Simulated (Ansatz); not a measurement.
Total energies of `FC(F)(F)c1sc(-c2sc(-c3sc(C(F)(F)F)c4c3OCCO4)c3c2OCCO3)c2c1OCCO2` from Ansatz at PBE-D4/def2-SVP, gas phase (1 Eh = 27.2114 eV = 2625.5 kJ/mol). The reference geometry is relaxed at PBE-D4/def2-SVP.

| state | geometry | energy (Eh) |
| --- | --- | --- |
| charge 0 singlet | reference | -3010.19162 |
| charge 1 doublet | reference | -3009.96000 |
| charge -1 doublet | reference | -3010.21629 |
| free F atom (doublet) | – | -99.53976 |
| free C atom (triplet) | – | -37.75124 |
| free S atom (triplet) | – | -397.80063 |
| free O atom (triplet) | – | -74.91467 |
| free H atom (doublet) | – | -0.49863 |

Single mean-field runs in def2-SVP are fitted with def2-universal-jkfit.

(1) Work out the vertical ionisation energy to the doublet.

(2) Work out the vertical electron affinity, to the doublet.

(3) Give the fundamental gap IE − EA, the Mulliken electronegativity (IE + EA)/2 and the hardness (IE − EA)/2.

(4) What is the binding energy per atom against free atoms?

(1) E(charge 1 doublet) − E(charge 0 singlet) = -3009.96000 − (-3010.19162) = 0.23162 Eh = 6.30 eV. For comparison, −ε of the highest occupied level is 4.51 eV at this level, 1.79 eV less.

(2) E(charge 0 singlet) − E(charge -1 doublet) = -3010.19162 − (-3010.21629) = 0.02467 Eh = 0.67 eV. The basis lacks diffuse functions, which makes affinities too small.

(3) From the values in Eh: IE − EA = 0.23162 − 0.02467 = 0.20695 Eh = 5.63 eV; (IE + EA)/2 = 3.49 eV; (IE − EA)/2 = 2.82 eV. The HOMO–LUMO gap of the same run is 2.15 eV, 3.48 eV smaller than the fundamental gap.

(4) Atoms: 6 × (-99.53976) + 20 × (-37.75124) + 3 × (-397.80063) + 6 × (-74.91467) + 12 × (-0.49863) = -3001.13683 Eh. Binding: -3001.13683 − (-3010.19162) = 9.05479 Eh = 246.39 eV, or 5.24 eV for each of 47 atoms (no zero-point energy, no counterpoise term).

At PBE-D4/def2-SVP the highest occupied level of the charge -1 doublet lies above zero (up to 1.09 eV). By energy differences its removal costs 0.67 eV (vertical, to the charge 0 singlet, at PBE-D4/def2-SVP); self-interaction error and the lack of diffuse functions both raise the level.
